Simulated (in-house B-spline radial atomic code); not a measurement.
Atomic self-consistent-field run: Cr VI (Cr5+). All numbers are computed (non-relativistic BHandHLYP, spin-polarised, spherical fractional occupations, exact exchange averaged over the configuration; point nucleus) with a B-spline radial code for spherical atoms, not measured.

Command:
```bash
python run_scf.py task.json out
```
Settings:
```
Z                24
configuration    [Ar] 3d1
hamiltonian      nr
method           bhandhlyp
spin_polarised   True
exact_exchange   averaged over the configuration
```

Output (hartree, bohr):
```
 radial grid: 44 intervals, B-splines of order 8, outer radius 12.1053 bohr

 iter        energy (Eh)    residual
    1       -1030.260458    6.20e-01
    2       -1037.150346    2.31e-01
    3       -1037.932918    7.75e-02
    4       -1038.030955    2.57e-02
    5       -1038.042080    8.40e-03
    6       -1038.043590    3.35e-04
    7       -1038.043591    1.28e-05
    8       -1038.043591    1.04e-06
    9       -1038.043591    9.06e-08

 total energy                     -1038.04359
 kinetic                            1037.3152
 electron-nucleus                  -2405.9720
 Hartree                             376.4576
 exact exchange                      -22.3640
 exchange-correlation                -23.4804

 orbital      occ     eigenvalue          <r>       <r^2>       <1/r>     <1/r^2>       r_max
 1s up      1.000      -220.6737    0.0641761  0.00552484     23.5224      1114.1     0.04225
 1s down    1.000      -220.6738    0.0641758  0.00552477     23.5225      1114.1     0.04225
 2s up      1.000       -28.5553     0.295021    0.102695      4.9952     102.313      0.2457
 2s down    1.000       -28.5271     0.294797    0.102521     4.99886     102.451      0.2457
 2p up      3.000       -24.6994      0.26048    0.083343     4.92691     33.3515      0.1989
 2p down    3.000       -24.6738     0.260187   0.0831246     4.93089     33.3967      0.1988
 3s up      1.000        -6.0455     0.866478    0.859019     1.62093     16.0378      0.7665
 3s down    1.000        -5.9749      0.86788    0.861985     1.61721      15.946      0.7668
 3p up      3.000        -4.8750      0.89722    0.935063     1.51787     5.02767      0.7756
 3p down    3.000        -4.7956     0.899828    0.940885     1.51239     4.98715      0.7763
 3d up      1.000        -3.1655     0.949187     1.08549      1.3076     2.20455      0.7358

 Slater integrals (Eh)
   F0(3p up,3p up)               1.004516
   F2(3p up,3p up)               0.509726
   F0(3p up,3p down)             1.003120
   F2(3p up,3p down)             0.509012
   F0(3p up,3d up)               0.977745
   F2(3p up,3d up)               0.479370
   G1(3p up,3d up)               0.586118
   G3(3p up,3d up)               0.363918
   F0(3p down,3p down)           1.001730
   F2(3p down,3p down)           0.508304
   F0(3p down,3d up)             0.976453
   F2(3p down,3d up)             0.478781
   F0(3d up,3d up)               0.959428
   F2(3d up,3d up)               0.467880
   F4(3d up,3d up)               0.296261
```

Cost of the run: 0.11 s on 1 thread of Intel(R) Xeon(R) 6975P-C (shared host).
